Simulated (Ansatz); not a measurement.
`[CH3][Sn]([F])([F])[SH]` + CH₄ → `[CH3][Sn]([CH3])([F])[F]` + H₂S at 400 K and 1 bar (formal exchange of groups at the Sn–S bond).

Calculated with Ansatz (gas phase, PBE0-D4/def2-TZVP geometries, no zero-point term in ΔE). CCSD(T)/CBS is the MP2 limit (def2-TZVPP, def2-QZVPP) plus CCSD(T) − MP2 in def2-TZVPP, frozen cores. This one scheme is used for every species. def2 core potentials past Kr. For Sn outer-core shells are correlated without core-valence functions, which leaves a few kJ/mol of doubt a bond. One conformer a species, not always the lowest.

| species | CCSD(T)/CBS energy (Eh) | H − E (kJ/mol) | S (J/(mol·K)) |
| --- | --- | --- | --- |
| `[CH3][Sn]([F])([F])[SH]` | -851.95646 | 167.7 | 443.1 |
| CH₄ | -40.46206 | 131.3 | 197.2 |
| `[CH3][Sn]([CH3])([F])[F]` | -493.41870 | 238.7 | 431.3 |
| H₂S | -398.97279 | 53.4 | 215.9 |

H − E and S are ideal-gas, rigid-rotor, harmonic terms from PBE0-D4/def2-TZVP, for one conformer and one mirror image of each species. 1 Eh = 2625.50 kJ/mol, R = 8.31446 J/(mol·K).

Q: By hand: ΔE, ΔH, ΔS and ΔG.

A: ΔE = (-493.41870) + (-398.97279) − (-851.95646) − (-40.46206) = 0.02703 Eh = 71.0 kJ/mol. Δ(H − E) = 238.7 + 53.4 − 167.7 − 131.3 = -6.9, so ΔH = 64.1 kJ/mol. ΔS = 431.3 + 215.9 − 443.1 − 197.2 = 6.9 J/(mol·K). ΔG = 64.1 − 400 × (6.9)/1000 = 61.3 kJ/mol.

Q: By hand: the equilibrium constant, and the temperature at which ΔG would vanish if ΔH and ΔS stayed fixed.

A: log₁₀ K = −ΔG/(RT ln 10) = -8.0. ΔG = 0 at ΔH/ΔS = 9290 K, far beyond where these terms or the molecules hold.

The number of gas molecules stays the same, so ΔS is small and ΔH decides. A doubt of 5 kJ/mol in ΔE shifts log₁₀ K by 0.7 here. Other conformers and mirror images would add mixing entropy, several J/(mol·K) or more a flexible species. Modes under 60 cm⁻¹, often nearly free rotors, make the harmonic entropy too high. These are equilibria of isolated gas molecules and say nothing of rates. Largest T1 diagnostic: 0.013 (customary marks: 0.02 for closed shells, 0.045 for open ones).
